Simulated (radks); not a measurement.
Task: These are the eigenvalues of the occupied orbitals of an atom or ion with whole-number occupations (eV). Method: scalar-relativistic Kohn-Sham, BLYP, spin-polarised, spherical densities, finite nucleus; Fermi nuclear charge, rms radius of each element as measured or else 0.836 A^(1/3) + 0.57 fm; computed with a radial shooting solver on a logarithmic mesh with Libxc functionals.

orbital  eigenvalue
1s up      -51.9550
1s down    -51.7626
2s up       -3.0307

Which element is it, and in what charge state? The configuration may be excited. Open shells, if any, are filled with parallel spins first.

Result: Z = 3, lithium, charge 0: Li in [He] 2s1. The list shows which subshells hold electrons but not how many an open one holds; the 1s level, -1.9093 hartree, gives Z - s = 2.0 by -(Z - s)^2/2, which with screening and relativity narrows Z to a few neighbours, and the depths of the outer levels then fix element, charge and occupations together.
